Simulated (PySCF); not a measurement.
Species: C4H13NSi2.
Geometry (GFN2-xTB, Å), atoms numbered from 1 in this order:
```
atom  x, y, z in Å
C1    -0.381    0.866   -2.078
C2    -0.819    0.278   -0.974
C3    -2.277    0.009   -0.767
Si4    0.366   -0.259    0.415
C5    -0.161    0.556    2.058
N6    -0.014   -1.941    0.652
Si7    2.581    0.231   -0.084
H8    -1.046    1.175   -2.872
H9     0.667    1.068   -2.240
H10   -2.432   -1.047   -0.555
H11   -2.638    0.571    0.094
H12   -2.866    0.290   -1.639
H13   -0.154    1.639    1.978
H14    0.516    0.285    2.863
H15   -1.160    0.252    2.354
H16    0.290   -2.388    1.502
H17    0.109   -2.576   -0.121
H18    3.079   -0.499   -1.257
H19    3.487   -0.147    1.009
H20    2.846    1.650   -0.342
```

Computed at PBE0/pcSseg-1 (PySCF, non-relativistic), with Q(14N) = 0.02044 b: N6, 14N (I = 1): χzz = -4.301 MHz, η = 0.344.

Problem. Find the zero-field quadrupole resonance frequencies of 14N at N6.

Solution. From ν± = (3/4)|χ|(1 ± η/3) and ν0 = |χ|η/2: ν+ 3.595 MHz, ν− 2.856 MHz, ν0 0.739 MHz (silicon-bound nitrogen).

In a crystal, neighbours and librations shift these lines. Isolated species at its GFN2-xTB geometry (one conformer only). GFN2-xTB bond lengths can be off by several hundredths of an ångström, more for odd bonds, and the gradients follow them. The small basis limits the accuracy of the gradients.
